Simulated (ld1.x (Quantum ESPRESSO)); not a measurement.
barium: one change to a TM potential, before and after

```json
{
  "Element": "barium (Ba)",
  "Generator": "ld1.x (Quantum ESPRESSO) 7.5",
  "Type": "norm-conserving Troullier–Martins (Kleinman–Bylander form)",
  "Functional": "PBEsol",
  "Relativity": "scalar-relativistic",
  "Frozen core": "[Xe]",
  "Valence charge": "2",
  "Reference configuration": "5d0 6s1.5 6p0 (charge +0.5)",
  "Partial waves": "6s (bound): rc 3.00 bohr; 5d (bound, empty): rc 4.20 bohr; 6p (bound, empty): rc 4.20 bohr",
  "Local potential": "the p channel",
  "Core correction": "a·sin(br)/r model core inside 2.85 bohr"
}
```

Change: local potential all-electron potential smoothed inside 4.00 bohr (lloc = -2).

Cutoffs: the cutoffs (Ry, on a coarse ladder) from which the occupation-weighted sum of valence levels, in a spherical-Bessel basis at the reference potential, stays within 10 and 1 mRy of its value at 400 Ry; they do not see the model core or the augmentation charge, which bear on the density cutoff. Errors are all-electron minus pseudo energies relative to the spin-unpolarised reference configuration.

Problem. What does the change do?

Solution. The potential gets harder (6 Ry and 15 Ry → 8 Ry and 15 Ry); the bound ghost in s disappears; of the 7 tests that both files solve, the error grows in 1 and shrinks in 3 by more than 15 % and 0.3 meV (median size 19.9 → 6.4 meV). In the separable form a ghost depends on how the local part lies against the semilocal potential of the channel, so the choice of the local part can create or remove one.

| quantity | base | changed |
| --- | --- | --- |
| cutoff, loose | 6 Ry | 8 Ry |
| cutoff, tight | 15 Ry | 15 Ry |
| bound ghosts | s | none |
| error for 5d0 6s2 6p0, meV [ΔE -2.15 eV] | +20 | +1.2 |
| error for 5d0 6s1 6p0, meV [ΔE 3.23 eV] | +33 | -1.0 |
| error for 5d0 6s1 6p1, meV [ΔE -0.10 eV] | -4.2 | -4.5 |
| error for 5d1 6s0 6p0, meV [ΔE 3.89 eV] | -20 | -20 |
| error for 5d0.5 6s1.5 6p0, meV [ΔE -1.50 eV] | +29 | -6.4 |
| error for 5d1 6s1 6p0, meV [ΔE -0.81 eV] | +8.1 | -25 |
| error for 5d0 6s0 6p2, meV [ΔE 2.02 eV] | -34 | -33 |
| s: phases at 4.57 bohr within 0.05 rad from the reference energy up to (Ry; the scan ends near 5) | -0.3 | 0.1 |
| p: phases at 4.57 bohr within 0.05 rad from the reference energy up to (Ry; the scan ends near 5) | 0.2 | -0.0 |
| d: phases at 4.57 bohr within 0.05 rad from the reference energy up to (Ry; the scan ends near 5) | 0.1 | 0.4 |

 A true bound ghost makes a file unfit for plane-wave use even where its test errors are small: the radial tests pick states by their node count and pass the ghost by.
